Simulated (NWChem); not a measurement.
System: C$_{4}$H$_{5}$F; SMILES CC=C=CF

Input file for NWChem:

```
start job
memory heap 200 mb stack 900 mb global 1100 mb
geometry units angstroms noautoz
  C     -0.492812     2.274142    -0.168047
  C      0.398229     1.186829     0.378859
  C      0.367996    -0.071045     0.014729
  C      0.360133    -1.316408    -0.375748
  F     -0.411581    -2.269949     0.208663
  H     -1.187406     1.883648    -0.916102
  H      0.108062     3.069857    -0.627429
  H     -1.072614     2.737846     0.640453
  H      1.118758     1.493719     1.141241
  H      0.956206    -1.717647    -1.190301
end
basis spherical
  * library def2-tzvp
end
dft
  xc xpbe96 cpbe96
  iterations 150
  semidirect filesize 400000000
  mulliken
end
task dft energy
```

Geometry: optimised at B3LYP/6-31G* (spherical d).

### Question
Give the results of this calculation. (PBE/def2-TZVP.) Quantities: energy (Ha); highest occupied level (eV); orbital gap (eV); dipole (D).

### Answer
```json
{
  "energy (Ha)": "-255.00",
  "highest occupied level (eV)": "-6.08",
  "orbital gap (eV)": "4.65",
  "dipole (D)": "2.08"
}
```
